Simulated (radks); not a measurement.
All-electron atom: Sc+ in [Ar] 3d1.25 4s0.75 (fractional occupations, a model configuration).

Calculated with a radial shooting solver on a logarithmic mesh with Libxc functionals: Dirac Kohn-Sham, LDA (Slater exchange, Perdew-Zunger correlation), spin-unpolarised, spherical densities, finite nucleus; open shells fill j = l - 1/2 first; Fermi nuclear charge, rms radius 3.5459 fm.

Energy parts (hartree):
part                       energy
total                  -762.06329
kinetic                 768.31411
electron-nucleus      -1808.86741
Hartree                 315.48370
exchange-correlation    -36.99370

Orbitals (lengths in bohr, moments of r in powers of bohr; r(90%) holds 90 % of the orbital's charge):
| orbital | occ. | eigenvalue (hartree) | r(90%) | <1/r> | small-component weight |
|---|---|---|---|---|---|
| 1s1/2 | 2 | -161.3476 | 0.131 | 20.73 | 5.62e-03 |
| 2s1/2 | 2 | -17.58720 | 0.536 | 4.294 | 9.60e-04 |
| 2p1/2 | 2 | -14.58080 | 0.505 | 4.231 | 9.42e-04 |
| 2p3/2 | 4 | -14.41062 | 0.509 | 4.182 | 9.33e-04 |
| 3s1/2 | 2 | -2.22697 | 1.62 | 1.305 | 1.94e-04 |
| 3p1/2 | 2 | -1.46428 | 1.81 | 1.178 | 1.64e-04 |
| 3p3/2 | 4 | -1.44546 | 1.82 | 1.168 | 1.62e-04 |
| 3d3/2 | 1.25 | -0.34426 | 3.10 | 0.7817 | 7.98e-05 |
| 3d5/2 | 0 | -0.34311 | 3.11 | 0.7796 | 7.95e-05 |
| 4s1/2 | 0.75 | -0.35275 | 4.99 | 0.3862 | 2.58e-05 |

The highest occupied level is 3d3/2 at -9.368 eV. The electron density at the nucleus is 7210 e/bohr^3. Summed over all electrons, <r^2> = 28.31 bohr^2, which gives a Langevin (diamagnetic) susceptibility term of -22.4 x 10^-6 cm^3/mol. The density falls to 0.001 e/bohr^3 at r = 4.14 bohr.
